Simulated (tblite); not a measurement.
Compound: C7H12PSi (charge -1).
SMILES with atom numbers: `[CH3:1][CH2:2][c:3]1[p-:4][cH:5][c:6]([SiH3:7])[c:8]1[CH3:9]` (hydrogens: H10, H11, H12 on C1; H13, H14 on C2; H15 on C5; H16, H17, H18 on Si7; H19, H20, H21 on C9)

Cartesian coordinates in Å at the GFN2-xTB level; atoms count from 1:
```
atom  x, y, z in Å
C1     2.910    0.400   -0.210
C2     2.142   -0.573    0.686
C3     0.729   -0.120    0.919
P4     0.235    0.671    2.420
C5    -1.367    0.843    1.786
C6    -1.523    0.323    0.503
Si7   -3.115    0.367   -0.426
C8    -0.310   -0.226    0.017
C9    -0.201   -0.845   -1.346
H10    2.921    1.386    0.250
H11    2.425    0.483   -1.180
H12    3.941    0.070   -0.361
H13    2.156   -1.571    0.228
H14    2.655   -0.643    1.650
H15   -2.164    1.310    2.348
H16   -3.045    1.052   -1.740
H17   -4.179    1.062    0.321
H18   -3.682   -0.966   -0.755
H19    0.664   -1.504   -1.417
H20   -0.105   -0.077   -2.120
H21   -1.096   -1.426   -1.573
```

Computed with GFN2-xTB (tblite): harmonic, unscaled wavenumbers at the GFN2-xTB geometry, gas phase. Errors from tens to a few hundred cm⁻¹ against measured bands are possible. Modes of hydrogen on silicon can be 10 to 20 % off. One conformer, not necessarily the lowest.

Harmonic wavenumbers (cm⁻¹): 71.5, 79.1, 90.3, 95.1, 162.0, 176.4, 202.9, 216.0, 301.7, 334.2, 354.9, 430.0, 468.5, 510.1, 536.5, 545.8, 573.8, 660.5, 734.2, 774.0, 819.9, 829.2, 849.0, 853.9, 926.4, 971.8, 1000.6, 1026.2, 1039.4, 1072.9, 1117.8, 1167.7, 1195.7, 1256.7, 1322.0, 1371.3, 1394.6, 1395.9, 1406.5, 1488.2, 1498.8, 1502.0, 1505.1, 1515.0, 1523.4, 2030.2, 2065.0, 2135.1, 2876.0, 2924.2, 2945.2, 2962.0, 2979.0, 2995.3, 3019.4, 3022.6, 3029.6.

A = 1834, B = 838.0, C = 611.7 MHz; mass 155.045 u (most abundant isotopes); point group C1, symmetry number 1.

Q: What is the zero-point energy?

A: ½Σν̃ = 35176 cm⁻¹ = 420.79 kJ/mol.

Q: What is S at 298.15 K and 1 bar for an ideal gas of classical rigid rotors and harmonic oscillators?

A: Translation 171.76, rotation 126.42, vibration 143.71: S = 441.9 J/(mol K).

Q: And Cp and H(298.15 K) − H(0)?

A: Cp = 185.29 J/(mol K), of which vibrations give 152.03 (their classical limit is 57 R = 473.9); H(298.15 K) − H(0) = 33.00 kJ/mol without the zero-point energy, 23.09 from vibrations.

Q: Which modes carry the vibrational entropy at 298.15 K?

A: 71.5 cm⁻¹: 17.20; 79.1 cm⁻¹: 16.37; 90.3 cm⁻¹: 15.29; 95.1 cm⁻¹: 14.86; 162.0 cm⁻¹: 10.57; 176.4 cm⁻¹: 9.90 J/(mol K); the other 51 give 59.52 together.

Q: Blend soft modes into free rotors: weight 1/[1 + (100 cm⁻¹/ν̃)⁴] for the oscillator and the rest for a rotor with moment μB/(μ + B), μ = h/(8π²ν), B = 10⁻⁴⁴ kg m². What vibrational entropy results?

A: 134.92 J/(mol K) in place of 143.71, which changes −T·S at 298.15 K by +2.62 kJ/mol.

Hindered rotation and anharmonicity are outside this model. Other conformers, if any are populated, would add a mixing term that is left out. The structure is chiral; the term R ln 2 for an equal mix with its mirror image is left out.
